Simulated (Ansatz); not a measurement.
A single point on CH$_{5}$InOS$_{2}$ (`C[O][In]([SH])[SH]`).

```yaml
crystal:
  periodic: [false, false, false]
  atoms:
    - {symbol: C, position_ang: [-0.011811, 0.976191, 1.359078]}
    - {symbol: O, position_ang: [-0.168885, -0.346234, 0.919558]}
    - {symbol: In, position_ang: [-0.011810, -0.836079, -0.993858]}
    - {symbol: S, position_ang: [-0.317811, -3.127805, -1.469377]}
    - {symbol: S, position_ang: [0.457897, 0.880242, -2.562122]}
    - {symbol: H, position_ang: [0.982296, 1.386900, 1.131977]}
    - {symbol: H, position_ang: [-0.131156, 0.996009, 2.447494]}
    - {symbol: H, position_ang: [-0.762299, 1.658482, 0.935331]}
    - {symbol: H, position_ang: [-0.523127, -3.405842, -0.169374]}
    - {symbol: H, position_ang: [0.486706, 1.818156, -1.598705]}
basis:
  gaussian: {orbitals: def2-QZVPP}
correlation: {method: mp2}
```

```sh
$ ansatz run in.yaml --threads 4 --pin off --events-out ev --progress --plain --max-ram 10444MiB
```

Shortened log:

```
Functional definition: HF
2946 factors; integrals over basis functions are off by at most 9.6e-4 eV
mean field evaluation 1: about -29930.7641 eV, gradient 4.2e1 eV
mean field evaluation 2: about -29930.9417 eV, gradient 4.2e1 eV
mean field evaluation 4: about -29934.9454 eV, gradient 4.6e0 eV
mean field evaluation 8: about -29935.0376 eV, gradient 4.4e-1 eV
mean field evaluation 16: about -29935.0393 eV, gradient 1.4e-6 eV
mean field -29935.03926643 eV, -1100.0924023431 hartree, gradient 1.4e-6 eV, S^2 0.000000; 0 other end points of the search recorded, 0 dependent functions left out
16 core orbitals not correlated: weight in the atoms' cores, before any rotation towards them, 1.000 or more for the frozen orbitals, at most 0.000 for the correlated occupied ones
reference -29935.03926643 eV, -1100.0924023431 hartree; 20, 20 occupied and 450, 450 virtual orbitals, 2946 factors
second order -35.45747011 eV of doubles, -0.00000000 eV of singles
Total energy: -29970.49673655 eV, -1101.3954403357 hartree
```

Run time 30 s (4 threads of an Arm Neoverse V1 on a shared host); peak host memory 3 GiB.
